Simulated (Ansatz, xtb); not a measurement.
## C6H9NO: which of two isomers lies lower

Structure I: `N[C@@H]1CC=CC(=O)C1`, a singlet. Structure II: `CC(C)c1cocn1`, a singlet. Both are isolated molecules in the gas phase, relaxed with B3LYP-D3(BJ)/def2-SVP, each in the lowest conformer that the search found.

Quicker runs give these differences E(II) − E(I): GFN2-xTB −24.36 kcal/mol; HF/STO-3G −21.70 kcal/mol (at GFN2-xTB geometries); r2SCAN-D4/def2-SVP −3.14 kcal/mol (at GFN2-xTB geometries).

**Question.** Estimate E(II) − E(I) at the level CCSD(T)/def2-SVP + ΔMP2/def2-TZVPP.

**Answer.** Calculated at CCSD(T)/def2-SVP + ΔMP2/def2-TZVPP: E(II) − E(I) = −1.21 kcal/mol, so structure II lies lower.

Level by level:

```csv
level,geometry,E(II) − E(I) (kcal/mol),departure from the last row (kcal/mol),"job, with rough time for the two"
GFN2-xTB,GFN2-xTB,−24.36,−23.16,"optimisation, 0.16 s"
HF/STO-3G,GFN2-xTB,−21.70,−20.50,"single point, 0.5 s"
r2SCAN-D4/def2-SVP,GFN2-xTB,−3.14,−1.94,"single point, 4.4 s"
B3LYP-D3(BJ)/def2-SVP,B3LYP-D3(BJ)/def2-SVP,−1.87,−0.66,"optimisation, 54 s"
HF/def2-SVP,B3LYP-D3(BJ)/def2-SVP,+2.25,+3.45,part of the CCSD(T) run
MP2/def2-SVP,B3LYP-D3(BJ)/def2-SVP,−5.75,−4.54,part of the CCSD(T) run
CCSD(T)/def2-SVP,B3LYP-D3(BJ)/def2-SVP,−3.17,−1.96,single point
CCSD(T)/def2-SVP + ΔMP2/def2-TZVPP,B3LYP-D3(BJ)/def2-SVP,−1.21,,"single point, 2.7 min"
```

As drawn, II has 1 C∷C, 2 C∷O, 2 C∷N, 2 C–H in place of 1 C–N, 2 C–C, 1 C=C, 1 C=O, 2 N–H (∷ is an aromatic bond). Structure I has a 6-membered ring, II a 5-membered ring (with an aromatic ring).

HF/def2-SVP puts the two in the other order. The largest departure from CCSD(T)/def2-SVP + ΔMP2/def2-TZVPP is that of GFN2-xTB, 23.16 kcal/mol. The last row adds to CCSD(T) the change of the MP2 difference between the two basis sets, here +1.96 kcal/mol.

With thermal terms from frequencies at re-optimised GFN2-xTB minima (ideal gas, soft modes damped towards free rotors, one conformer each, 298.15 K, 1 atm): on the last row, ΔE + ΔZPE = −1.21, ΔH = −0.96, ΔG = −1.59 kcal/mol.

The correlated steps freeze 8 core orbitals. Mirror images aren't counted in ΔG. Programs: Ansatz 0.2.0, xtb 6.7.1; the last row on 4 threads of Arm Neoverse V1 on a shared host.
